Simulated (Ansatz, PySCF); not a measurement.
phosphoric acid (H₃O₄P), SMILES OP(=O)(O)O.

Coordinates come from a B3LYP-D3(BJ)/def2-SVP optimisation. Other conformers were not sampled.

Vertical ionisation energy (IE) and electron affinity (EA) in eV. Rows of orbital energies are one-electron estimates. Where ΔSCF, EOM or ADC give a negative EA the extra electron is unbound and the value depends on the basis.

```json
[
 {"level": "−ε(HOMO), −ε(LUMO), r2SCAN/def2-TZVP (PySCF)", "IE": "7.54", "EA": "0.04"},
 {"level": "−ε(HOMO), −ε(LUMO), PBE/def2-TZVP (PySCF)", "IE": "7.16", "EA": "0.75"},
 {"level": "ΔSCF, PBE0/def2-SVPD (Ansatz), final states of multiplicity 2 and 2", "IE": "11.42", "EA": "-0.95"},
 {"level": "ΔSCF, PBE/def2-SVPD (Ansatz), final states of multiplicity 2 and 2", "IE": "11.09", "EA": "-0.71"}
]
```

Q: What vertical singlet–triplet gap does ΔSCF give with PBE0/def2-SVPD (Ansatz, a first-principles code) and with PBE/def2-SVPD (Ansatz)? (The exact figures need the calculation; the answer reports its results.)

A: 7.34 and 6.77 eV (triplet above singlet where positive).
